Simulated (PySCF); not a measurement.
Oxygen: a sound run and one with changed settings

Sound run: O+ [He] 2s2 2p3, O(2+) [He] 2s2 2p2. Computed with PySCF 2.14 in cc-pVTZ, with the non-relativistic Hamiltonian (point nucleus). The sound run starts from symmetry-adapted Hartree-Fock orbitals and uses a fine grid where one is needed.

A second run was set up differently.

```tsv
species	method	sound run (hartree)	changed run (hartree)	converged
O+	UHF	-74.37037	-74.37037	yes
O+	LDA	-74.00942	-74.00942	yes
O+	TPSS	-74.58675	-74.58675	yes
O(2+)	UHF	-73.10003	-73.10003	yes
O(2+)	LDA	-72.70195	-72.70371	yes
O(2+)	TPSS	-73.29108	-73.29302	yes
```

Ionisation energy of O+:

```tsv
method	sound run (eV)	changed run (eV)
UHF	34.568	34.568
LDA	35.578	35.530
TPSS	35.257	35.204
```

Task: What was changed?
A. too few SCF iterations
B. angular grid far too coarse
C. a valence shell is frozen
D. level shift left on

Result: B. It used 14 angular points. A coarse angular grid integrates products of high-l functions wrongly, so density functionals can shift, and the SCF can exploit the error; Hartree-Fock and MP2 need no grid.
